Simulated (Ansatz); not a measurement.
Pulling on the Si1–H2 bond in HISi (SMILES [SiH]I) (multiplicity 1 held, fragments rigid). Energies count from the point at 1.522 Å.
Geometry at that point (charge 0, multiplicity 1):
```xyz
3

Si    -1.12141    -0.93268     1.27809
H     -2.09418    -1.38630     0.19834
I      0.33574     0.27253    -0.34135
```

R- and RO- levels are restricted; in cc, def2 and unpolarised 6-31G sets they are followed outwards from rest. Unrestricted levels (U-) break spin symmetry where that is lower. Active spaces are followed from a long bond inwards. Curves can end on different states.

Cores are frozen in the correlated methods. Filled d and f shells under p-block atoms count as core.

The values were computed with Ansatz (Gaussian orbitals). Values without a source in brackets are computed. In def2 rows elements past Kr take small-core potentials, without spin–orbit coupling.

Energies in eV.

| R (Å) | U-MP2/def2-SVP | R-CCSDT(Q)/def2-SVP | FIC-MRCISD on CASSCF(2,2)/def2-SVP | FIC-MRCISD+Q on CASSCF(2,2)/def2-SVP |
|---|---|---|---|---|
| 1.218 | 1.18 | 1.17 | 1.18 | 1.17 |
| 1.370 | 0.23 | 0.22 | 0.23 | 0.22 |
| 1.522 | 0.00 | 0.00 | 0.00 | 0.00 |
| 1.675 | 0.15 | 0.15 | 0.14 | 0.15 |
| 1.827 | 0.49 | 0.47 | 0.46 | 0.47 |
| 2.055 | 1.12 | 1.05 | 1.04 | 1.05 |
| 2.284 | 1.97 | 1.61 | 1.60 | 1.62 |
| 2.664 | 2.57 | 2.33 | 2.32 | 2.33 |
| 3.045 | 2.75 | 2.74 | 2.73 | 2.75 |
| 3.502 | 2.82 | 2.98 | 2.96 | 2.97 |
| 4.111 | 2.84 | 3.07 | 3.05 | 3.07 |
| 4.872 | 2.85 | 3.10 | 3.07 | 3.09 |

Doubts at one or more of the structures used: a spin-contaminated determinant (U-MP2/def2-SVP); a restricted determinant that unrestricted orbitals would lower (R-CCSDT(Q)/def2-SVP); other coupled-cluster roots lie near (R-CCSDT(Q)/def2-SVP); T1 above 0.05 (R-CCSDT(Q)/def2-SVP).

Ansatz is a quantum-chemistry and plane-wave program.
